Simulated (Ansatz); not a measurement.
Consider the formal hydrolysis of a C–C bond: `N#CC(O)(F)[SiH3]` + H₂O → `OC(O)(F)[SiH3]` + `C#N`.

Isolated molecules relaxed with PBE0-D4/def2-TZVP in Ansatz; ΔE leaves out vibrations. CCSD(T)/CBS is the MP2 limit (def2-TZVPP, def2-QZVPP) plus CCSD(T) − MP2 in def2-TZVPP, frozen cores. This one scheme is used for every species. DFT in def2-TZVPP. Each species was taken in one conformer, which may not be the lowest.

`N#CC(O)(F)[SiH3]`:

```xyz
10

N     1.468    2.094    0.849
C     0.899    1.101    0.741
C     0.177   -0.163    0.523
O     1.036   -1.222    0.362
F    -0.625   -0.359    1.642
Si   -0.968   -0.072   -1.033
H     1.702   -1.216    1.062
H    -1.631   -1.391   -1.138
H    -0.115    0.213   -2.209
H    -1.942    1.017   -0.798
```

H₂O:

Cartesian coordinates in Å:
```
O -0.130 0.056 -0.363
H 0.782 0.056 -0.062
H -0.652 -0.111 0.425
```

`OC(O)(F)[SiH3]`:

Z-matrix (Å, degrees):
```
C
O 1 1.392
F 1 1.375 2 103.2
O 1 1.373 2 111.9 3 -117.6
Si 1 1.928 2 113.8 3 118.1
H 2 0.963 1 107.8 3 176.5
H 4 0.968 1 107.7 2 51.9
H 5 1.482 1 107.7 2 -61.2
H 5 1.482 1 110.3 2 177.4
H 5 1.487 1 107.2 2 57.1
```

`C#N`:

Z-matrix (Å, degrees):
```
C
N 1 1.146
H 1 1.069 2 180.0
```

CCSD(T)/CBS gives +2.7 kJ/mol.

Problem. Another level gave +0.4 kJ/mol. Which?
A. ωB97X-V/def2-TZVPP
B. HF/def2-TZVPP
C. PBE-D4/def2-TZVPP
D. B2PLYP/def2-TZVPP

Solution. D. B2PLYP 0.4, PBE-D4 5.6, ωB97X-V -3.7, HF/def2-TZVPP -11.2 kJ/mol.

Largest T1 diagnostic among the species: 0.014.

In def2-TZVPP, CCSD(T) changes the Hartree–Fock value by +11.5 kJ/mol (the triples alone add +1.4 kJ/mol) and MP2 by +17.9 kJ/mol. The D4 term adds +3.1 kJ/mol with B3LYP and +1.9 kJ/mol with PBE0; it sums over pairs of atoms, weighted by their polarisabilities, and B3LYP, whose exchange is more repulsive, gets the larger term.

B3LYP here is the variant with VWN-RPA as its local correlation; programs differ in this.
